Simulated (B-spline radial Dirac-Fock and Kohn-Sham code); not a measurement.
**Dipole and non-dipole photoemission parameters of Ru 4p3/2**

System: atomic ruthenium, 1s2 2s2 2p6 3s2 3p6 3d10 4s2 4p6 4d7 5s1; threshold 49.89 eV (orbital energy of the model). Calculated with a radial finite-basis atomic code, using Dirac-Hartree-Slater photoionisation with a Latter tail; cross sections with all multipoles, angular parameters from the dipole term and its interference with E2.

For linearly polarised light dσ/dΩ = σ/(4π) [1 + β P₂(cos θ) + (δ + γ cos²θ) sin θ cos φ], with θ from the polarisation vector and φ the angle between the beam and the projection of the electron momentum on the plane normal to the polarisation.

```
hν (eV)  σ (kb)       β       γ       δ
     60    1660   1.871  -0.072   0.008
   61.4    1520   1.830  -0.086   0.009
   71.4     830   1.302  -0.028  -0.002
     74     723   1.119   0.055  -0.012
     80     551   0.688   0.283  -0.041
    109     311  -0.228   0.155  -0.031
    199     238   0.815   0.084   0.029
    200     237   0.822   0.087   0.029
    300     172   1.280   0.195   0.012
    418     117   1.489   0.150   0.004
    451     106   1.524   0.130   0.002
    496    93.3   1.561   0.103   0.001
    600    70.7   1.619   0.050   0.000
    617    67.7   1.626   0.042   0.000
    646    63.1   1.637   0.031   0.000
    758    48.8   1.666  -0.002   0.000
    796    45.0   1.673  -0.010   0.000
    975    31.7   1.692  -0.027   0.001
   1130    24.3   1.697  -0.021   0.001
 1253.6    20.0   1.697  -0.008   0.002
   2000    7.78   1.663   0.151   0.006
   2050    7.37   1.660   0.163   0.006
   2600    4.35   1.623   0.305   0.010
   3060    2.98   1.590   0.422   0.013
   3590    2.03   1.554   0.549   0.018
   7080   0.343   1.345   1.176   0.059
   8950   0.176   1.254   1.403   0.083
  10400       ?       ?       ?       ?
  12000  0.0742   1.129   1.678   0.125
```

Task: Give the values at 10400 eV.

Result: σ = 0.114 kb, β = 1.192, γ = 1.546, δ = 0.103.
